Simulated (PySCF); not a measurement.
The vertical singlet excitations below were computed for one of the candidates. Method: PySCF 2.14.0, density-fitted response routines, TDDFT CAM-B3LYP/def2-SVPD, vertical, gas phase, core orbitals frozen in the response. Geometries: GFN2-xTB, one conformer each.

```tsv
state	E (eV)	λ (nm)	f
S1	4.68	264.9	0.114
S2	5.17	239.8	0.056
S3	5.32	233.2	0.0056
S4	5.40	229.5	0.0010
S5	6.09	203.5	0.0000
S6	6.15	201.6	0.0016
S7	6.22	199.3	0.251
S8	6.77	183.0	0.0000
```

Orbital energies (eV): HOMO-3 -11.05, HOMO-2 -9.05, HOMO-1 -8.44, HOMO -7.59, LUMO -0.17, LUMO+1 1.01, LUMO+2 1.23.

Question: Which candidate is it?
A. `CSC1=CN=NN1C`
B. `CPc1ccsc1`
C. `SC[C@H](C[SiH3])C`
D. `CC1=CP=C(C)S1`

Answer: D. Its S1, at 4.68 eV, is the lowest among the candidates; the nearest of the others has S1 at 5.30 eV. S1 is HOMO→LUMO (95%). Löwdin shares by element: HOMO carbon 43% or more, phosphorus 27%, sulfur 8% (atoms not listed hold the other 21%); LUMO carbon 34% or more, phosphorus 26%, sulfur 22% (atoms not listed hold the other 18%). At the same level the other candidates give, for their lowest levels:
- `CSc1cnnn1C`: 5.30 eV (f 0.000); 5.89 eV (f 0.009); 6.00 eV (f 0.245); 6.01 eV (f 0.014); 6.45 eV (f 0.004); T1 4.35 eV; HOMO -7.77, LUMO 0.79 eV
- `C[C@@H](C[SiH3])CS`: 5.54 eV (f 0.005); 6.17 eV (f 0.028); 7.08 eV (f 0.016); 7.31 eV (f 0.030); 7.43 eV (f 0.008); T1 5.12 eV; HOMO -8.17, LUMO 0.92 eV
- `CPc1ccsc1`: 5.43 eV (f 0.119); 5.88 eV (f 0.048); 6.06 eV (f 0.060); 6.15 eV (f 0.047); 6.34 eV (f 0.130); T1 3.78 eV; HOMO -7.75, LUMO 0.50 eV
Triplets come from the Tamm–Dancoff approximation.
